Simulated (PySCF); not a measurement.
## Stretching MgAs⁺

Set-up: PySCF, no relativity, basis sets Mg aug-pcseg-1, As aug-pcseg-1. Energies in eV from Mg⁺ + As in their ground configurations at the same level. All curves are PBE0. state 1: ³Σ⁻ (triplet), unpaired electrons π ↑↑; state 2: Ms = 0 determinant of mixed spin (⟨S²⟩ near 1.0), unpaired electrons π ↑↓, a mixture of terms (⟨Lz²⟩ = 2.0), a second solution, started from another occupation; state 3: quintet, unpaired electrons σ ↑↑, π ↑↑, a second solution, started from another occupation; state 4: singlet, one real π or δ orbital doubly filled, a mixture of terms (⟨Lz²⟩ = 2.0), a second solution, started from another occupation.

```json
{"R (Å)": "2.232", "state 1": "-0.901", "state 2": "-0.537", "state 3": "1.3872", "state 4": "0.4862"}
{"R (Å)": "2.336", "state 1": "-1.188", "state 2": "-0.819", "state 3": "0.9344", "state 4": "0.2065"}
{"R (Å)": "2.439", "state 1": "-1.341", "state 2": "-0.966", "state 3": "0.6025", "state 4": "0.0653"}
{"R (Å)": "2.517", "state 1": "-1.394", "state 2": "-1.011", "state 3": "0.4130", "state 4": "0.0260"}
{"R (Å)": "2.595", "state 1": "-1.407", "state 2": "-1.015", "state 3": "0.2627", "state 4": "0.0292"}
{"R (Å)": "2.673", "state 1": "-1.390", "state 2": "-0.988", "state 3": "0.1439", "state 4": "0.0647"}
{"R (Å)": "2.777", "state 1": "-1.335", "state 2": "-0.916", "state 3": "0.0240", "state 4": "0.1484"}
{"R (Å)": "2.906", "state 1": "-1.235", "state 2": "-0.788", "state 3": "-0.0791", "state 4": "0.2915"}
{"R (Å)": "3.062", "state 1": "-1.096", "state 2": "-0.602", "state 3": "-0.1543", "state 4": "0.4934"}
```

Q: Put a parabola through the three lowest points of the state 1 curve and estimate Re, k and ωe (reduced mass 18.17 u; 1 eV/Å² = 0.16022 mdyn/Å; ωe = 1302.8·√(k/μ) cm⁻¹).

A: Through R = 2.517, 2.595, 2.673 Å the second-order coefficient is 2.47 eV/Å², so Re ≈ 2.590 Å, k ≈ 0.790 mdyn/Å and ωe ≈ 272 cm⁻¹. A polynomial fit of higher order to the unrounded PBE0 energies gives Re = 2.586 Å, k = 0.804 mdyn/Å, ωe = 274 cm⁻¹; anharmonicity and rounding make the difference.

The higher-order fit for each curve: state 1: Re = 2.586 Å, ωe = 274 cm⁻¹, De = 1.41 eV; state 2: Re = 2.564 Å, ωe = 293 cm⁻¹, minimum 1.02 eV below the ground-state fragments; state 4: Re = 2.549 Å, ωe = 306 cm⁻¹, minimum 0.023 eV above the ground-state fragments. State 3 gave no clean fit.

⟨S²⟩ of the unrestricted solution departs from its pure value on part of the curve, where spin states mix. Spin–orbit coupling is left out. For an ion De counts to the pair picked by the measured ionisation energies or electron affinities, which need not be the lowest pair at this level. The state was picked by a PBE0 search and need not be the measured ground state.
